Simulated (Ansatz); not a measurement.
H$_{3}$O$_{4}$Si− (`[O-][Si](O)(O)O`). Total charge -1; spin multiplicity 1.

```json
{"atom": "O1", "x (Å)": "0.897", "y (Å)": "1.141", "z (Å)": "-0.782"}
{"atom": "Si2", "x (Å)": "0.050", "y (Å)": "0.063", "z (Å)": "-0.043"}
{"atom": "O3", "x (Å)": "0.608", "y (Å)": "-1.518", "z (Å)": "-0.197"}
{"atom": "O4", "x (Å)": "-1.557", "y (Å)": "-0.048", "z (Å)": "-0.536"}
{"atom": "O5", "x (Å)": "-0.073", "y (Å)": "0.266", "z (Å)": "1.624"}
{"atom": "H6", "x (Å)": "1.208", "y (Å)": "-1.532", "z (Å)": "-0.945"}
{"atom": "H7", "x (Å)": "-1.762", "y (Å)": "0.763", "z (Å)": "-1.006"}
{"atom": "H8", "x (Å)": "0.629", "y (Å)": "0.865", "z (Å)": "1.885"}
```

(1) What are the harmonic wavenumbers in cm⁻¹ at PBE0-D4/def2-TZVPD (Ansatz, finite differences of forces, unscaled)? (An estimate is asked.)

(2) Is this a minimum?

(3) Give the ideal-gas thermochemistry at 298.15 K and 1 bar (rigid rotor, harmonic oscillator; point group C3, symmetry number 3).

(4) And at 400, 500, 600, 800 and 1000 K?

(5) Rotational constants (cm⁻¹)?

Answers

(1) Ansatz gave: 131, 132, 152, 311, 311, 355, 393, 393, 724, 813, 814, 903, 903, 930, 1139, 3915, 3915, 3915.

(2) Yes, all 18 modes are real.

(3) Zero-point energy 120.5 kJ/mol; H(298) − E = 141.5 kJ/mol; entropy 330.0 J/(mol·K), of which translation 165.7, rotation 99.7, vibration 64.7; G(298) − E = 43.1 kJ/mol.

(4) 
```
T (K)  H − E (kJ/mol)  S (J/mol/K)  G − E (kJ/mol)
  400           153.1        363.3             7.8
  500           165.7        391.4           -30.0
  600           179.2        415.9           -70.4
  800           207.6        456.8          -157.8
 1000           237.6        490.2          -252.6
```

(5) 0.1345, 0.1345, 0.1341.
